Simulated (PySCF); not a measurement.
Run record: geometry optimisation, `CN(C)C1=CC=CS1`.

Method: PBE0-D3(BJ)/def2-SVP geometry optimisation, gas phase (PySCF 2.14.0). Start geometry: GFN2-xTB. The input is one job of a driver script: a line of settings, then coordinates in Å.

Input:
```
{"job": {"xc": "PBE0", "basis": "def2-SVP", "d3": "d3bj", "grid": 1, "kind": "geom"}, "charge": 0, "multiplicity": 1}
C     -1.660472    -1.201784    -0.078864
N     -1.053678     0.088471     0.154305
C     -1.769108     1.223801    -0.376879
C      0.320366     0.142676     0.158195
C      1.219394    -0.877066     0.309956
C      2.558983    -0.428185     0.354693
C      2.682581     0.912335     0.225999
S      1.142084     1.677511     0.047027
H     -1.464902    -1.583054    -1.089135
H     -1.279929    -1.918696     0.646633
H     -2.736267    -1.110864     0.059697
H     -1.661029     1.318719    -1.465254
H     -1.393205     2.135187     0.087043
H     -2.826193     1.121117    -0.135049
H      0.951716    -1.913923     0.389023
H      3.396999    -1.092204     0.474977
H      3.565662     1.517990     0.227722
```

Task: Estimate the output.

Result: 
```
step   0  E = -686.17563339  max force = 0.011365
step   1  E = -686.17751423  max force = 0.002040
step   2  E = -686.17755510  max force = 0.000903
step   3  E = -686.17755573  max force = 0.001619
step   4  E = -686.17757145  max force = 0.000564
step   5  E = -686.17757032  max force = 0.000729
step   6  E = -686.17757820  max force = 0.000187
optimisation converged
```

Energies in Eh; «max force» is the largest Cartesian gradient component in Eh/bohr.

Task: How much energy does the optimisation release, in kJ/mol?

Result: E(step 0) − E(last step) = 0.001945 Eh, which is 5.1 kJ/mol.

Summary of the converged run: final energy -686.17758 Eh after 6 steps; dipole 1.94 D.

Task: Where do the atoms end?

Result: 0.058 Å rms from the input after alignment:
```
atom  x, y, z in Å
C1    -1.5331   -1.3697    0.0777
N2    -0.9289   -0.0711    0.2019
C3    -1.6546    1.0623   -0.3062
C4     0.4445   -0.0225    0.2284
C5     1.3449   -1.0645    0.3453
C6     2.6950   -0.6136    0.3930
C7     2.8227    0.7416    0.2933
S8     1.2793    1.5062    0.1402
H9    -1.3322   -1.8502   -0.9016
H10   -1.1605   -2.0414    0.8664
H11   -2.6206   -1.2776    0.2039
H12   -1.5519    1.1954   -1.4025
H13   -1.3042    1.9862    0.1811
H14   -2.7215    0.9503   -0.0672
H15    1.0539   -2.1125    0.3930
H16    3.5496   -1.2856    0.4891
H17    3.7271    1.3467    0.2883
```

The run took 86 s on an Arm Neoverse V1 with one thread (shared host).
Labels such as C1 count atoms from 1, the log's own numbers from 0.
